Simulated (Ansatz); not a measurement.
Correlation energies of CH5FNNbO (`[CH3][Nb]([NH2])(=[O])[F]`) by basis set

```xyz
10

C     0.331   -0.225   -1.519
Nb    0.059   -0.589    0.588
N    -0.544    1.103    1.365
O    -1.249   -1.657    0.687
F     1.668   -1.275    1.286
H     0.660   -1.157   -1.994
H     1.091    0.543   -1.695
H    -0.601    0.086   -1.997
H     0.060    1.890    1.561
H    -1.474    1.282    1.716
```

Charge 0, multiplicity 1. Correlated methods include outer-core shells of Nb, which these sets cover unevenly. Nb takes the def2 core potential. Geometry: relaxed with PBE0-D4/def2-TZVP. It is one conformer, not always the lowest. Frozen core, restricted reference, Ansatz 0.2.0.

```json
{"basis": "def2-SVP", "HF (Eh)": "?", "MP2 corr.": "?", "CCSD corr.": "-1.03718", "(T)": "?", "CCSD(T) total": "?"}
{"basis": "def2-TZVPP", "HF (Eh)": "?", "MP2 corr.": "-1.36747", "CCSD corr.": "-1.34824", "(T)": "-0.06672", "CCSD(T) total": "?"}
{"basis": "def2-QZVPP", "HF (Eh)": "-326.18911", "MP2 corr.": "-1.48286", "CCSD corr.": "–", "(T)": "–", "CCSD(T) total": "–"}
```

**Question.** Fill in the withheld values. (Estimate.)

**Answer.** Computed: def2-SVP HF (Eh): -325.81496; def2-SVP MP2 corr.: -1.04437; def2-SVP (T): -0.04258; def2-SVP CCSD(T) total: -326.89472; def2-TZVPP HF (Eh): -326.17208; def2-TZVPP CCSD(T) total: -327.58704.
